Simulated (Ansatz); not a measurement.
Species: GeH$_{5}$, net charge -1, singlet state. 
Structure (B3LYP-D3(BJ)/def2-TZVP (Ansatz, a first-principles code) minimum search):
```xyz
6

Ge     0.0000     0.0000     0.0000
H      0.0133    -0.0229     1.7251
H     -0.0133     0.0229    -1.7251
H      1.5900     0.0211    -0.0120
H     -0.8131     1.3664     0.0244
H     -0.7769    -1.3875    -0.0124
```
Charge -1, spin multiplicity 1.

Basis-set convergence of Hartree-Fock and CCSD(T) correlation energies (hartree) with Ansatz. Cores are frozen in the correlated levels unless marked. Spin-orbit coupling is left out. Frozen are the shells of the preceding noble gas and the d and f shells that filled before the atom's block. Non-relativistic.

| basis | functions | E(HF) | E(corr, CCSD(T)) |
|---|---|---|---|
| aug-cc-pVDZ | 81 | -2078.14367 | -0.19804 |
| aug-cc-pVTZ | 174 | (withheld) | (withheld) |

Fill in the missing entries.


- aug-cc-pVTZ, E(HF): -2078.21919
- aug-cc-pVTZ, E(corr, CCSD(T)): -0.22410
